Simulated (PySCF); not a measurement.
3-methylidenefuran (C5H6O), SMILES C1C(COC=1)=C.

Geometry: PBE-D3(BJ)/def2-SVP. Other conformers were not sampled.

Computed with PBE-D3(BJ)/def2-SVP run with PySCF.

Frequencies are harmonic and unscaled.

```json
[
 {"mode": "1", "ν (cm⁻¹)": "127", "IR (km/mol)": "1.9", "moving atoms (share of kinetic energy)": "C 47 %, H 31 %, O 22 %"},
 {"mode": "2", "ν (cm⁻¹)": "346", "IR (km/mol)": "1.6", "moving atoms (share of kinetic energy)": "C 57 %, H 39 %"},
 {"mode": "3", "ν (cm⁻¹)": "361", "IR (km/mol)": "18.5", "moving atoms (share of kinetic energy)": "C 54 %, H 37 %, O 9 %"},
 {"mode": "4", "ν (cm⁻¹)": "539", "IR (km/mol)": "0.1", "moving atoms (share of kinetic energy)": "H 47 %, C 43 %, O 9 %"},
 {"mode": "5", "ν (cm⁻¹)": "621", "IR (km/mol)": "1.0", "moving atoms (share of kinetic energy)": "C 65 %, O 24 %, H 11 %"},
 {"mode": "6", "ν (cm⁻¹)": "663", "IR (km/mol)": "6.7", "moving atoms (share of kinetic energy)": "H 79 %, C 19 %"},
 {"mode": "7", "ν (cm⁻¹)": "771", "IR (km/mol)": "10.7", "moving atoms (share of kinetic energy)": "H 78 %, C 21 %"},
 {"mode": "8", "ν (cm⁻¹)": "797", "IR (km/mol)": "55.4", "moving atoms (share of kinetic energy)": "H 70 %, C 30 %"},
 {"mode": "9", "ν (cm⁻¹)": "822", "IR (km/mol)": "7.5", "moving atoms (share of kinetic energy)": "C 61 %, O 30 %, H 10 %"},
 {"mode": "10", "ν (cm⁻¹)": "866", "IR (km/mol)": "1.3", "moving atoms (share of kinetic energy)": "C 68 %, H 29 %"},
 {"mode": "11", "ν (cm⁻¹)": "878", "IR (km/mol)": "1.5", "moving atoms (share of kinetic energy)": "H 72 %, C 28 %"},
 {"mode": "12", "ν (cm⁻¹)": "918", "IR (km/mol)": "11.4", "moving atoms (share of kinetic energy)": "H 49 %, C 45 %"},
 {"mode": "13", "ν (cm⁻¹)": "955", "IR (km/mol)": "33.3", "moving atoms (share of kinetic energy)": "C 54 %, H 27 %, O 19 %"},
 {"mode": "14", "ν (cm⁻¹)": "964", "IR (km/mol)": "0.4", "moving atoms (share of kinetic energy)": "H 52 %, C 46 %"},
 {"mode": "15", "ν (cm⁻¹)": "1039", "IR (km/mol)": "18.7", "moving atoms (share of kinetic energy)": "H 61 %, C 24 %, O 15 %"},
 {"mode": "16", "ν (cm⁻¹)": "1145", "IR (km/mol)": "98.5", "moving atoms (share of kinetic energy)": "H 47 %, C 33 %, O 20 %"},
 {"mode": "17", "ν (cm⁻¹)": "1161", "IR (km/mol)": "1.4", "moving atoms (share of kinetic energy)": "H 92 %"},
 {"mode": "18", "ν (cm⁻¹)": "1228", "IR (km/mol)": "2.0", "moving atoms (share of kinetic energy)": "H 61 %, C 34 %"},
 {"mode": "19", "ν (cm⁻¹)": "1285", "IR (km/mol)": "7.0", "moving atoms (share of kinetic energy)": "C 53 %, H 41 %"},
 {"mode": "20", "ν (cm⁻¹)": "1326", "IR (km/mol)": "5.8", "moving atoms (share of kinetic energy)": "H 56 %, C 40 %"},
 {"mode": "21", "ν (cm⁻¹)": "1390", "IR (km/mol)": "1.2", "moving atoms (share of kinetic energy)": "H 75 %, C 25 %"},
 {"mode": "22", "ν (cm⁻¹)": "1409", "IR (km/mol)": "8.1", "moving atoms (share of kinetic energy)": "H 86 %, C 12 %"},
 {"mode": "23", "ν (cm⁻¹)": "1595", "IR (km/mol)": "84.0", "moving atoms (share of kinetic energy)": "C 88 %, H 10 %"},
 {"mode": "24", "ν (cm⁻¹)": "1660", "IR (km/mol)": "58.8", "moving atoms (share of kinetic energy)": "C 93 %"},
 {"mode": "25", "ν (cm⁻¹)": "2977", "IR (km/mol)": "18.6", "moving atoms (share of kinetic energy)": "H 95 %"},
 {"mode": "26", "ν (cm⁻¹)": "3027", "IR (km/mol)": "10.1", "moving atoms (share of kinetic energy)": "H 90 %, C 10 %"},
 {"mode": "27", "ν (cm⁻¹)": "3085", "IR (km/mol)": "1.4", "moving atoms (share of kinetic energy)": "H 95 %"},
 {"mode": "28", "ν (cm⁻¹)": "3164", "IR (km/mol)": "1.1", "moving atoms (share of kinetic energy)": "H 92 %, C 8 %"},
 {"mode": "29", "ν (cm⁻¹)": "3183", "IR (km/mol)": "6.2", "moving atoms (share of kinetic energy)": "H 89 %, C 11 %"},
 {"mode": "30", "ν (cm⁻¹)": "3195", "IR (km/mol)": "1.2", "moving atoms (share of kinetic energy)": "H 90 %, C 10 %"}
]
```
